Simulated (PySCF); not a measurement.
Species: CH10Si3.
Atom-mapped SMILES: `[SiH3:1][CH2:2][SiH2:3][SiH3:4]` (hydrogens: H5, H6, H7 on Si1; H8, H9 on C2; H10, H11 on Si3; H12, H13, H14 on Si4)

All values: PBE0/def2-SVPD (PySCF, non-relativistic), on one gas-phase PBE0-D3(BJ)/def2-SVP geometry that isn't relaxed in the solvent. The solvent is an IEF-PCM continuum (cavity from Bondi-type radii × 1.2), and excitations are vertical TDDFT with non-equilibrium linear response and a frozen core. The model holds no explicit solvent molecules, cavitation or dispersion.

Gas-phase singlets (H = HOMO, L = LUMO):

| state | E (eV) | λ (nm) | f | leading configurations |
| --- | --- | --- | --- | --- |
| S1 | 6.824 | 182 | 0.020 | H→L 95% |
| S2 | 7.195 | 172 | 0.021 | H→L+1 92% |
| S3 | 7.402 | 168 | 0.032 | H→L+2 85% |
| S4 | 7.513 | 165 | 0.022 | H-1→L 93% |
| S5 | 7.707 | 161 | 0.225 | H→L+3 76% |

**Question.** How does the list change in cyclohexane (ε = 2.017)?

**Answer.** 
| state | E (eV) | λ (nm) | f | leading configurations | change by rank (eV) |
| --- | --- | --- | --- | --- | --- |
| S1 | 6.819 | 182 | 0.034 | H→L 96% | -0.005 |
| S2 | 7.170 | 173 | 0.036 | H→L+1 93% | -0.025 |
| S3 | 7.376 | 168 | 0.072 | H→L+2 88% | -0.026 |
| S4 | 7.500 | 165 | 0.041 | H-1→L 94% | -0.013 |
| S5 | 7.633 | 162 | 0.390 | H→L+3 88% | -0.074 |

**Question.** Give the list for methanol (ε = 32.61), n² = 1.77.

**Answer.** 
```csv
state,E (eV),λ (nm),f,leading configurations,change by rank (eV)
S1,6.846,181,0.033,H→L 95%,+0.022
S2,7.172,173,0.032,H→L+1 92%,-0.023
S3,7.361,168,0.067,H→L+2 88%,-0.041
S4,7.503,165,0.038,H-1→L 95%,-0.010
S5,7.629,163,0.369,H→L+3 87%,-0.078
```

**Question.** How do the frontier levels move from gas to methanol?

**Answer.** 
```json
{"orbital": "LUMO+2", "gas (eV)": "0.42", "solvent (eV)": "0.50", "change (eV)": "+0.08", "Löwdin shares, gas": "Si4 31 %, Si3 14 %, Si1 10 %, H13 9 %", "Löwdin shares, solvent": "Si4 32 %, Si3 13 %, Si1 10 %, H13 10 %"}
{"orbital": "LUMO+1", "gas (eV)": "0.28", "solvent (eV)": "0.41", "change (eV)": "+0.13", "Löwdin shares, gas": "Si3 28 %, Si4 24 %, H11 8 %, Si1 8 %", "Löwdin shares, solvent": "Si3 27 %, Si4 25 %, H11 8 %, Si1 8 %"}
{"orbital": "LUMO", "gas (eV)": "-0.14", "solvent (eV)": "0.03", "change (eV)": "+0.17", "Löwdin shares, gas": "Si3 20 %, Si4 14 %, Si1 13 %, C2 11 %", "Löwdin shares, solvent": "Si3 20 %, Si4 16 %, Si1 13 %, C2 10 %"}
{"orbital": "HOMO", "gas (eV)": "-8.10", "solvent (eV)": "-7.97", "change (eV)": "+0.13", "Löwdin shares, gas": "Si4 33 %, Si3 30 %, C2 8 %, H11 5 %", "Löwdin shares, solvent": "Si4 33 %, Si3 30 %, C2 9 %, H11 5 %"}
{"orbital": "HOMO-1", "gas (eV)": "-8.81", "solvent (eV)": "-8.64", "change (eV)": "+0.17", "Löwdin shares, gas": "C2 30 %, Si3 19 %, Si1 17 %, H5 12 %", "Löwdin shares, solvent": "C2 31 %, Si3 19 %, Si1 17 %, H5 11 %"}
{"orbital": "HOMO-2", "gas (eV)": "-9.17", "solvent (eV)": "-9.03", "change (eV)": "+0.14", "Löwdin shares, gas": "Si3 19 %, H10 17 %, C2 13 %, Si1 11 %", "Löwdin shares, solvent": "Si3 19 %, H10 17 %, C2 15 %, Si1 11 %"}
{"orbital": "HOMO-3", "gas (eV)": "-9.46", "solvent (eV)": "-9.34", "change (eV)": "+0.12", "Löwdin shares, gas": "Si1 32 %, H7 22 %, H6 16 %, Si4 8 %", "Löwdin shares, solvent": "Si1 33 %, H7 23 %, H6 16 %, Si4 7 %"}
```

The HOMO–LUMO gap goes from 7.96 to 8.01 eV.

The run took 17 s wall on one thread of an Arm Neoverse V1, shared host with 32 logical CPUs at a one-minute load of 11, and the process peaked at 0.82 GiB of memory. This is the whole response run at PBE0/def2-SVPD in methanol, SCF included.

Shape of the structure used: `[SiH3:1][CH2:2][SiH2:3][SiH3:4]`: Si1–C2–Si3–Si4 -54°.
